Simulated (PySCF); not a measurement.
Molecule: CH₅BO, charge 0, multiplicity 1. 
Structure (B3LYP-D3(BJ)/def2-TZVP (Ansatz) minimum search):
```
O
B 1 1.3413
C 1 1.4248 2 122.78
H 3 1.0902 1 108.62 2 -120.82
H 3 1.0902 4 108.94 1 118.15
H 3 1.0921 4 109.73 5 120.14
H 2 1.1924 1 116.95 3 -180.00
H 2 1.1992 7 122.74 1 -180.00
```

Dispersion corrections to the total energy (kcal/mol) from the dftd3 and dftd4 libraries through PySCF: D3(BJ) without and D4 with the three-body term, each with the damping fitted for the functional named.

```csv
functional,D3(BJ),D4
HF,-19.85,-8.29
BLYP,-4.57,?
BHLYP,-2.78,-2.14
PW6B95,-0.95,?
B3LYP,-3.70,?
HSE06,-1.28,-1.50
r2SCAN,-0.58,-0.48
```

Fill in the missing entries.


- BLYP, D4: -4.60
- PW6B95, D4: -1.75
- B3LYP, D4: -3.20
